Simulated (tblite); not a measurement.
Problem. What does the GFN2-xTB structure of `FC(F)(F)CCPC1CC1` look like in three dimensions?

Solution. 
```xyz
20
C6H10F3P angstrom
F      3.321   -0.717    0.208
C      2.537   -0.501   -0.854
F      1.778   -1.599   -1.006
F      3.349   -0.457   -1.925
C      1.704    0.757   -0.731
C      0.972    0.820    0.607
P      0.030   -0.754    1.013
C     -1.281   -0.624   -0.266
C     -2.281    0.496   -0.261
C     -2.709   -0.887    0.113
H      2.376    1.610   -0.849
H      0.995    0.752   -1.562
H      0.285    1.669    0.593
H      1.693    0.968    1.416
H     -0.717   -0.117    2.017
H     -0.963   -1.013   -1.229
H     -2.226    1.235    0.527
H     -2.605    0.899   -1.209
H     -2.933   -1.083    1.152
H     -3.329   -1.443   -0.574
```

Any rigid rotation of these coordinates is as good. Atoms count from 1 in this order. The 3-membered ring C8–C9–C10 has internal angles of 59.7° to 60.2°. The 5 C–C bonds span 1.495 Å (C9–C10, drawn single) to 1.526 Å (C5–C6, drawn single), a spread of 0.031 Å. Of the pairs four or more bonds apart, F3···P7 is among the closest relative to their van der Waals radii: 2.80 Å, 86 % of the sum of Bondi's values. P7 (phosphine phosphorus) is pyramidal (angles 98.6°, 95.0° and 92.4°, sum 285.9°, 0.87 Å off the plane of its three neighbours).

Bonds between heavy atoms (Å): F1–C2 1.338, C2–F3 1.343, C2–F4 1.345, C2–C5 1.513, C5–C6 1.526, C6–P7 1.879, P7–C8 1.836, C8–C9 1.501, C9–C10 1.495, C8–C10 1.501.

Computed geometry: GFN2-xTB, gas phase.

Point group: C1 (no symmetry element, even within 0.4 Å). Its GFN2-xTB frequencies are all real (lowest 31 cm⁻¹). The numbers are those of one conformer (C2–C5–C6–P7 -50°, C5–C6–P7–C8 -69°, C6–P7–C8–C9 -64°). 3 starts were optimised and ended at 0.00, 0.18 and 0.24 kcal/mol (GFN2-xTB); the lowest of these is shown.
